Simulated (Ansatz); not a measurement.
Harmonic frequencies (cm⁻¹) at PBE0-D4/def2-TZVP from Ansatz: 69, 93, 124, 140, 156, 189, 271, 360, 403, 561, 678, 748, 779, 802, 882, 904, 1152, 1184, 1216, 1284, 1442, 1444, 1483, 1495, 1499, 2232, 2330, 3026, 3059, 3093, 3136, 3146, 3152.

Each molecule was computed in one conformer, which needn't be the lowest.

Q: Which molecule is it?
A. `CO[SiH](C)C#N`
B. `C#COC(N)[SiH3]`
C. `N=CC(O)=C[SiH3]`
D. `C=C1O[SiH2]C1N`

A: A.
